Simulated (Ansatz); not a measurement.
The cluster B₈N⁺, relaxed as a quintet with UKS PBE0-D4/def2-SVP in Ansatz, starting from the PBE0-D4/def2-SVP geometry of the charge +1 singlet. Force threshold 0.02 eV/Å.

At PBE0-D4/def2-SVP a singlet of charge 1 lies 2.50 eV below the quintet, each at its own geometry. The structure comes from a short search, and lower isomers may exist.

Start:

```xyz
9

N     1.5903    1.8971   -0.4502
B     1.7441    0.5725   -0.4099
B     0.3187    1.8531   -0.0488
B     0.0137   -2.0352   -0.1702
B    -2.0011   -0.2250    0.3403
B    -1.0616    1.0624    0.3152
B    -1.4850   -1.7059    0.1879
B     1.1785   -0.9501   -0.2523
B    -0.2975   -0.4688    0.4881
```

```csv
step,energy (eV),largest force component (eV/Å),SCF passes
1,-6869.8644,1.137,26
2,-6870.0110,0.578,33
3,-6870.1032,0.432,29
4,-6870.1358,0.203,32
5,-6870.1436,0.083,32
6,-6870.1472,0.057,31
7,-6870.1473,0.043,34
8,-6870.1483,0.025,34
9,-6870.1483,0.008,21
```

Force components are those of the run's own axes.

End:

| atom | x (Å) | y (Å) | z (Å) |
| --- | --- | --- | --- |
| N1 | 1.593 | 1.863 | -0.318 |
| B2 | 1.729 | 0.540 | -0.386 |
| B3 | 0.296 | 1.828 | -0.018 |
| B4 | 0.037 | -2.031 | -0.058 |
| B5 | -1.970 | -0.230 | 0.443 |
| B6 | -1.130 | 1.141 | 0.292 |
| B7 | -1.476 | -1.726 | 0.294 |
| B8 | 1.252 | -0.999 | -0.315 |
| B9 | -0.331 | -0.387 | 0.066 |

By distances, no bond broke or formed. The bond that changes most is B5–B9, from 1.73 to 1.69 Å (atoms count from 1).

No frequencies were taken in this run, so the end may be a saddle point.

It took 20 s on 4 threads of Intel Xeon Platinum 8488C on a shared host.
